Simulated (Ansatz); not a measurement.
An input meant for the cluster NaPt₃²⁺ (charge 2, doublet; with a point charge).

```yaml
crystal:
  periodic: [false, false, false]
  atoms:
    - {symbol: Xx, position_ang: [-0.646626, 1.788703, 0.554792]}
    - {symbol: Pt, position_ang: [-0.566500, -0.508963, -1.378092]}
    - {symbol: Pt, position_ang: [-0.347468, -1.166806, 0.998413]}
    - {symbol: Pt, position_ang: [1.560595, -0.112934, -0.175113]}
basis:
  gaussian: {orbitals: def2-TZVP, final_grid: {core_spheres: 5, valence_spheres: 4, degree: 11}, point_charges: [{charge: -1.00, position_ang: [4.151, 0.685, -0.931]}]}
total_charge: 2
magnetization: {spin_polarized: true, initial_magnetization: 1}
hamiltonian: {xc: {name: B97M-V}}
```

```sh
$ ansatz run in.yaml --threads 4 --pin off --events-out ev --progress --plain --max-ram 3916MiB
```

Shortened log:

```
Error: YAML parse error: error: line 4 column 16: `Xx` is not an element symbol (H … Og, case-exact)
 --> <input>:4:16
2 |   periodic: [false, false, false]
3 |   atoms:
4 |     - {symbol: Xx, position_ang: [-0.646626, 1.788703, 0.554792]}
5 |     - {symbol: Pt, position_ang: [-0.566500, -0.508963, -1.378092]}
6 |     - {symbol: Pt, position_ang: [-0.347468, -1.166806, 0.998413]}
```

What is wrong with this run?

An element symbol is wrong. The input was rejected before any iteration.
